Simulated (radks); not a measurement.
Effect of the nuclear size on the nickel ion Ni2+, [Ar] 3d8. All-electron calculation, Dirac Kohn-Sham, relativistic LDA (MacDonald-Vosko exchange, VWN5 correlation), spin-unpolarised, spherical densities, finite nucleus; open shells are shared between the two j in proportion to 2j + 1; Fermi nuclear charge, rms radius 3.7757 fm. Program: a radial shooting solver on a logarithmic mesh with Libxc functionals. The rms radius is varied about that value; shifts are against it.

[
 {"rms radius (fm)": "3.0772", "total energy shift (eV)": "-0.0526", "density at nucleus (e/bohr^3)": "1.96e+04", "1s1/2 shift (meV)": "-22.3", "2s1/2 shift (meV)": "-2.08", "3s1/2 shift (meV)": "-0.313"},
 {"rms radius (fm)": "3.6171", "total energy shift (eV)": "-0.0128", "density at nucleus (e/bohr^3)": "1.945e+04", "1s1/2 shift (meV)": "-5.45", "2s1/2 shift (meV)": "-0.509", "3s1/2 shift (meV)": "-0.076"},
 {"rms radius (fm)": "3.7757", "total energy shift (eV)": "0", "density at nucleus (e/bohr^3)": "1.941e+04", "1s1/2 shift (meV)": "0.000", "2s1/2 shift (meV)": "0.000", "3s1/2 shift (meV)": "0.000"},
 {"rms radius (fm)": "3.9871", "total energy shift (eV)": "0.0179", "density at nucleus (e/bohr^3)": "1.936e+04", "1s1/2 shift (meV)": "7.60", "2s1/2 shift (meV)": "0.710", "3s1/2 shift (meV)": "0.107"},
 {"rms radius (fm)": "4.3949", "total energy shift (eV)": "0.0552", "density at nucleus (e/bohr^3)": "1.926e+04", "1s1/2 shift (meV)": "23.4", "2s1/2 shift (meV)": "2.18", "3s1/2 shift (meV)": "0.328"}
]

Slopes of the eigenvalues against <r^2> in GHz/fm^2, as finite differences over the two radii next to the reference (eigenvalue slopes, not the field-shift constants of lines): 1s1/2 1120, 2s1/2 105, 3s1/2 15.7.
